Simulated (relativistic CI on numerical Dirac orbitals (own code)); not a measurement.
**Ligand-field terms of d4**

Computed with a parametric ligand-field model of a d^n configuration (Racah B and C, spin-orbit zeta, crystal field), exact diagonalisation.

Field parameters in Wybourne normalisation: Oh B⁴₀ = 21Dq, B⁴₄ = √(5/14) B⁴₀; Td as Oh with Dq negative (B⁴₀ = 21Dq, B⁴₄ = √(5/14) B⁴₀). The field is a parameter set, without covalency.

Task: Lowest levels for B = 680, C = 2620, ζ = 1750 cm⁻¹, Oh, 10Dq = 25550 cm⁻¹?

Result: A1 0 (S 1.04), T1 1508 (S 1.05), E 3137 (S 1.03), T2 3152 (S 0.99), T2 10612 (S 0.19), E 11490 (S 0.42), A2 11999 (S 1.99), T2 12112 (S 1.96), E 12253 (S 1.86) cm⁻¹, with S from ⟨S²⟩ = S(S + 1). The ground level has 0.08 electrons in the cubic e pair.

Task: Lowest levels for B = 500, C = 2040, ζ = 330 cm⁻¹, Oh, 10Dq = 24350 cm⁻¹?

Result: A1 0 (S 1.00), T1 188 (S 1.00), T2 505 (S 1.00), E 505 (S 1.00), T2 6526 (S 0.01), E 7178 (S 0.00), A2 12024 (S 2.00), T2 12027 (S 2.00), E 12030 (S 2.00) cm⁻¹, with S from ⟨S²⟩ = S(S + 1). The ground level has 0.02 electrons in the cubic e pair.

Task: Lowest levels for B = 470, C = 2280, ζ = 600 cm⁻¹, Td, 10Dq = -7500 cm⁻¹?

Result: A1 0 (S 1.96), T1 121 (S 1.98), T2 217 (S 1.99), E 627 (S 1.99), T1 677 (S 1.99), T2 977 (S 1.99), A1 3544 (S 0.51), T1 5622 (S 1.03), E 5836 (S 1.01) cm⁻¹, with S from ⟨S²⟩ = S(S + 1). The ground level has 2.03 electrons in the cubic e pair.

Task: Lowest levels for B = 510, C = 1940, ζ = 230 cm⁻¹, Td, 10Dq = -10900 cm⁻¹?

Result: A1 0 (S 0.02), A1 4719 (S 1.81), T1 4781 (S 1.85), T2 4860 (S 1.93), E 5038 (S 1.93), T1 5084 (S 1.99), T2 5208 (S 1.99), T1 5616 (S 1.24), A1 5617 (S 1.28) cm⁻¹, with S from ⟨S²⟩ = S(S + 1). The ground level has 3.93 electrons in the cubic e pair.

Task: Lowest levels for B = 890, C = 3290, ζ = 260 cm⁻¹, Oh, 10Dq = 36500 cm⁻¹?

Result: A1 0 (S 1.00), T1 137 (S 1.00), E+T2 386 (S 1.00), T2 10370 (S 0.00), E 11631 (S 0.00), A2 15944 (S 2.00), T2 15946 (S 2.00), E 15947 (S 2.00), T1 15948 (S 2.00) cm⁻¹, with S from ⟨S²⟩ = S(S + 1). The ground level has 0.02 electrons in the cubic e pair.
